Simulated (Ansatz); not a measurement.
Computed with Ansatz on PBE0-D4/def2-TZVP structures; ΔE is electronic, products minus reactants. CCSD(T)/CBS is the MP2 limit (def2-TZVPP, def2-QZVPP) plus CCSD(T) − MP2 in def2-TZVPP, frozen cores. DFT in def2-TZVPP. B3LYP here is the variant with VWN-RPA as its local correlation; programs differ in this. Each species was taken in one conformer, which may not be the lowest.

Consider the isomerisation: `[CH3][AlH][O]C[SiH3]` → `CO[CH2][AlH][SiH3]`.

| level | ΔE (eV) |
| --- | --- |
| PBE-D4 | 2.07 |
| B3LYP-D4 | 2.30 |

Question: What does CCSD(T)/CBS give? (An estimate is asked.)

Answer: The calculation gave: +2.33 eV. The listed levels differ from it by -0.26, -0.03 eV.

Largest T1 diagnostic among the species: 0.012.

From PBE to PBE0 (25 % exact exchange), in def2-TZVPP and without D4, ΔE moves by +0.07 eV.
